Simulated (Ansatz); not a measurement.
Ansatz (a first-principles code) input:

Ansatz 0.2 input:
```yaml
crystal:
  periodic: [false, false, false]
  atoms:
    - {symbol: Si, position_ang: [-0.37859128, -0.01578122, 0.03267939]}
    - {symbol: F, position_ang: [-0.56806067, -0.62190960, 1.54478817]}
    - {symbol: F, position_ang: [-0.79813431, -1.37969455, -0.77432790]}
    - {symbol: O, position_ang: [-1.10763132, 1.27847828, -0.31656917]}
    - {symbol: O, position_ang: [1.28181719, -0.04909364, -0.12526916]}
    - {symbol: H, position_ang: [1.60914360, 0.79544865, -0.41213422]}
basis:
  gaussian:
    orbitals: def2-TZVP
hamiltonian:
  xc: b3lyp
  dispersion: d3bj
total_charge: -1
relax: {f_tol: 0.002, max_steps: 150}
```

Question: Predict the final energy.

Answer: -640.72427 Eh (B3LYP-D3(BJ)/def2-TZVP). The basis has 167 functions. The run takes about 40 core-seconds (a rough figure).

It need not be the lowest isomer of its formula. Whether it binds its extra electron was not tested at this geometry.
